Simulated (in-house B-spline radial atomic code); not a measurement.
Al²⁺. Computed with a B-spline radial atomic code. Model: non-relativistic spherical atom: semilocal Troullier-Martins pseudo-atom, one channel per l, against all electrons, high spin, G0W0 and RPA with empty states to l = 8, local potential for every l without a channel, a model core (radius 0 = none) keeps its share of the functional.

What the tables leave out is listed at the end.

The pseudopotential gives back the lowest level of each angular momentum of its own functional in the configuration it was made in; a second state of the same l is only approximately right. Exact exchange, RPA and GW see the smooth pseudo-orbitals and miss the exchange with the core, for which the functional's share stands in. The column with an uncorrelated core keeps all orbitals and exact exchange, and so separates missing core correlation from pseudisation. Only the three outermost levels and the lowest empty one were computed. RPA here is direct RPA, with no exchange kernel, and its energies carry an (l + 1/2)⁻⁴ tail. A hybrid on a potential with a model core restores only its own semilocal share of the core's exchange.

Command:
```bash
python run_psgw.py task.json out
```
Settings (lengths in bohr, energies in hartree):
```
Z                      13
electrons              11
configuration          [Ne] 3s1
generated_in           [Ne] 3s2 3p1
functional             lda,vwn
core_shells            2
radius_factor          0.8
core_correction        True
ion_configuration      [He] 2s2 2p6
```

Time taken, with all properties: 28 s on 1 thread of Arm Neoverse N1 (shared host).

Given: made with LDA VWN5; model core radius 0.183 bohr; local radius 0.686 bohr; mean-field start LDA VWN5.

Valence shells of the generating configuration: 2p, 3s, 3p.

Channel: s 1.641, p 0.517 (radii in bohr).

Computed: largest level miss in the spin-unpolarised generating configuration 0.004 eV; valence RPA correlation energy all-electron orbitals -0.37625 hartree; valence RPA correlation energy pseudo -0.50284 hartree; all-electron RPA polarisability, core included 8.8673 bohr³; pseudo-atom RPA polarisability 8.854 bohr³; ionisation by mean-field pseudo minus all -0.018 eV; ionisation by RPA pseudo minus all 0.534 eV.

```csv
level,occupied,mean-field all-electron (eV),mean-field pseudo minus all (eV),G0W0 all-electron (eV),G0W0 uncorrelated core minus all (eV),G0W0 pseudo minus all (eV),exchange self-energy all-electron (eV),exchange self-energy pseudo (eV)
3s up,1,-24.542,0.022,-29.219,-0.045,-0.386,-13.607,-12.755
3s down (empty),0,-22.65,0.019,-19.057,-0.037,-0.402,-2.3504,-1.5881
```

Question: What is the ionisation by RPA all-electron?

Answer: 29.06 eV.

Question: What is the ionisation by mean-field all-electron?

Answer: 28.819 eV.

Given: mean-field start PBE0.

Computed: valence RPA correlation energy all-electron orbitals -0.35867 hartree; valence RPA correlation energy pseudo -0.48512 hartree; pseudo-atom RPA polarisability 7.5701 bohr³; ionisation by mean-field all-electron 28.684 eV; ionisation by mean-field pseudo minus all 0.068 eV; ionisation by RPA all-electron 28.954 eV.

```csv
level,occupied,mean-field all-electron (eV),mean-field pseudo minus all (eV),G0W0 all-electron (eV),G0W0 uncorrelated core minus all (eV),G0W0 pseudo minus all (eV),exchange self-energy all-electron (eV),exchange self-energy pseudo (eV)
3s up,1,-25.456,-0.042,-29.114,-0.038,-0.348,-13.353,-12.75
2p down,1,-94.802,1.998,-104.31,-0.691,4.243,-60.089,-49.252
2p up,?,?,?,?,?,?,?,?
3s down (empty),0,-20.928,-0.062,-18.747,-0.033,-0.348,-2.2576,-1.6248
```

Question: What belongs in the row 2p up?

Answer: occupied: 1; mean-field all-electron (eV): -95.055; mean-field pseudo minus all (eV): 2.01; G0W0 all-electron (eV): -104.57; G0W0 uncorrelated core minus all (eV): -0.698; G0W0 pseudo minus all (eV): 4.22; exchange self-energy all-electron (eV): -60.326; exchange self-energy pseudo (eV): -49.571.

Question: What is the all-electron RPA polarisability, core included?

Answer: 7.7211 bohr³.

Question: What is the ionisation by RPA pseudo minus all?

Answer: 0.473 eV.

Among the listed levels the largest G0W0 shift of the pseudo-atom is +4.24 eV, for 2p down on the PBE0 start, while leaving the core uncorrelated moves that level by -0.69 eV. So pseudisation and the lost core exchange, not the missing core correlation, make the error. Not in the tables (levels of low weight, unsolved or above zero; the highest and the empty levels are kept at any weight): on LDA the G0W0 levels 2p down (pseudo minus all +2.37 eV, weights 0.77 and 0.60), 2p up (pseudo minus all +2.39 eV, weights 0.76 and 0.60); no Hartree-Fock pseudo-atom is run with a model core.
